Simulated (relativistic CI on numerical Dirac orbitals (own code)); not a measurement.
## What each ingredient does to the levels of Ho⁵²⁺

Base calculation: Dirac-Coulomb-Breit CI, separate exchange-only KLI orbitals for each configuration, model QED (radiative potential, 1s self-energy scaled to tabulated hydrogen-like ionisation energies), unscaled Slater integrals.

CI space (outside the closed core [Ne]): 3s2.3p3, 3s.3p4, 3s2.3p2.3d, 3p5, 3s.3p3.3d, 3p4.3d, 3s.3p2.3d2, 3s2.3p.3d.4p, 3p4.4s, 3s.3p2.3d.4s, 3s2.3p2.4s, 3p4.4p, 3s2.3p.3d2, 3s2.3d3, 3s.3p.3d3, 3s2.3d2.4s, 3p3.3d2, 3p2.3d3, 3p2.3d2.4s, 3s2.3p.3d.4s, 3s.3p.3d2.4s, 3s2.3d.4s2, 3s.3p2.3d.4p, 3s.3p.3d2.4p, 3p2.3d2.4p, 3s.3p.3d.4s.4p. Double excitations out of closed p, d and f shells are left out; levels of such configurations are missing from the list, as are those of other unlisted configurations, and high levels can miss mixing partners.

The lowest level and the first level of each name with at least 55 % of one term (blank where a level has no safe partner in the second run):

```tsv
Level	Base (eV)	Shift (eV)
3s2.3p3 2P°_3/2	0.000	0.000
3s2.3p3 2D°_5/2	219.683	+3.028
3s2.3p3 2P°_1/2	233.236	+2.447
3s.3p4 4P_5/2	358.273	+0.452
3s2.3p2.3d 4D_1/2	411.758	+3.473
3s2.3p2.3d 2G_9/2	472.115	+6.112
3s2.3p2.3d 2F_7/2	494.042	+5.843
3s.3p4 4P_3/2	578.989	+2.786
3s.3p4 2D_5/2	594.354	+3.433
3s2.3p.3d2 4G°_7/2	676.562	+6.640
3s2.3p2.3d 4F_9/2	685.908	+8.310
```

At this charge energies of transitions that change n are usually good to better than 1 %, and those within a shell (Δn = 0) to a few per cent.

Task: One thing was changed in a second run, which moved the levels as shown. Which?
A. QED terms removed
B. configuration mixing switched off
C. only the first 3 configurations
D. Breit term removed

Result: D. Breit term removed. The Breit term mainly narrows fine-structure intervals, so removing it widens them.

LS names give the leading component of a level, which can be under half, so a name can repeat, a term be missing and a line seem to break the LS rules.
